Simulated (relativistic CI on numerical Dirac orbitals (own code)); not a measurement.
# d1 to d9 in one octahedral field

Computed with a parametric ligand-field model without spin-orbit coupling, by exact diagonalisation: B = 520, C = 2220, 10Dq = 35200 cm⁻¹ (Oh; |10Dq|/B = 67.7) for every shell. Energies in cm⁻¹; the field energy is (0.6 n_e − 0.4 n_t2) × 10Dq of the ground term; g labels are left out. So small a B with so large a field is typical of 4d and 5d ions, where spin-orbit coupling, left out here, reaches 1,000 to 4,000 cm⁻¹.

| Shell | Ground term | Electrons in e | Field energy | First spin-allowed bands | Lowest term of other spin |
| --- | --- | --- | --- | --- | --- |
| d1 | 2T2 | 0.000 | -14080 | 2E 35200 |  |
| d2 | 3T1 | 0.006 | -27948 | 3T2 33883, 3T1 40365 | 1T2 7709 |
| d3 | 4A2 | 0.000 | -42240 | 4T2 35200, 4T1 41124 | 2E 10864 |
| d4 | 3T1 | 0.010 | -55971 | 3E 32961, 3T1 33513 | 1T2 6791 |
| d5 | ? | ? | ? | ? | ? |
| d6 | 1A1 | 0.015 | -83946 | 1T1 33475, 1T2 41107 | 3T1 28831 |
| d7 | 2E | 1.010 | -63021 | 2T1 33357, 2T2 33937 | 4T1 24409 |
| d8 | 3A2 | 2.000 | -42240 | 3T2 35200, 3T1 41124 | 1E 8554 |
| d9 | 2E | 3.000 | -21120 | 2T2 35200 |  |

**Question.** Fill in the row of d5.

**Answer.** Ground term: 2T2; Electrons in e: 0.019; Field energy: -69719; First spin-allowed bands: 2A2 32149, 2T1 32333; Lowest term of other spin: 4T1 24420. Low spin: d4, d5, d6, d7; the other shells keep the spin of the free ion. Only d4 to d7 can choose; the field needed to pair spins is smallest for d6 and largest for d5, which loses most exchange energy. In the strong-field picture 10Dq must exceed about 6B + 5C = 14220 (d4), 7.5B + 5C = 15000 (d5), 2.5B + 4C = 10180 (d6) and 4B + 4C = 10960 (d7); mixing of terms shifts these bounds somewhat.
